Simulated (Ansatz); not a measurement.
Relaxation of CH$_{2}$BOSb (6 atoms, charge 0, multiplicity 1), to a largest force component of 0.015 eV/Å in at most 40 steps.

All numbers below come from Ansatz, RKS B3LYP-D4/def2-SVPD.

```xyz
6
Properties=species:S:1:pos:R:3
B 1.754 -1.985 1.114
C 0.765 -1.372 0.461
O -0.189 -0.514 0.432
Sb -0.065 1.438 -0.298
H 0.439 2.000 1.238
H 1.547 1.036 -0.614
```

Problem. Where does it end, and by what steps?

Solution. The forces met the threshold. After 12 steps the energy has fallen by 0.532 eV; H6 moved furthest, 0.20 Å.

| step | energy less start (eV) | largest force component (eV/Å) | accepted |
| --- | --- | --- | --- |
| 0 | 0.0000 | 5.058 | yes |
| 1 | -0.3547 | 2.324 | yes |
| 2 | -0.4773 | 1.129 | yes |
| 3 | -0.5121 | 0.690 | yes |
| 4 | -0.5271 | 0.261 | yes |
| 5 | -0.5291 | 0.093 | yes |
| 6 | -0.5301 | 0.108 | yes |
| 7 | -0.5311 | 0.103 | yes |
| 8 | -0.5316 | 0.060 | yes |
| 9 | -0.5320 | 0.071 | yes |
| 10 | -0.5321 | 0.043 | yes |
| 11 | -0.5321 | 0.039 | yes |
| 12 | -0.5321 | 0.015 | yes |

```xyz
6
Properties=species:S:1:pos:R:3
B 1.841 -2.137 1.147
C 0.672 -1.444 0.503
O -0.222 -0.627 0.515
Sb -0.035 1.566 -0.360
H 0.385 2.043 1.239
H 1.609 1.201 -0.711
```

Whether the end is a true minimum wasn't checked by a vibrational analysis.

Run time: 39 s on 2 threads of Arm Neoverse V2, on a shared host, peak memory 0.26 GiB.
